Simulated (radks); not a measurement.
Fractional charge and spin in the 5s shell of dysprosium: the spin-up occupation runs from 0 to 1 and the spin-down occupation from 0 to 1; the fullest corner is Dy3+, [Kr] 4d10 4f(up 4.5, down 4.5) 5p6 5s(up 1, down 1). Method: scalar-relativistic Kohn-Sham, PBE, spin-polarised, spherical densities, point nucleus; computed with a radial shooting solver on a logarithmic mesh with Libxc functionals. Energy (eV) minus the two flat planes that join the four corners (they meet along the diagonal where the two added fractions sum to one electron); zero is where a piecewise linear energy would lie.

down \ up,0,0.5,1
0,0.000,-1.979,0.000
0.5,-1.979,0.258,-1.896
1,0.000,-1.896,0.000

Corners above the fullest one (they belong to Dy4+ and the next ion): (up 1, down 0) 85.794 eV, (up 0, down 1) 85.794 eV, (up 0, down 0) 188.12 eV. With half an added electron in each spin the energy lies 0.258 eV from the planes, and with half an added electron in spin up alone -1.979 eV. The planes are only a guide here: the flat-plane condition holds for ground states with one frontier orbital, while this shell lies below other occupied shells, so the corners above the fullest one are inner-hole states and not the ground states of those ions.
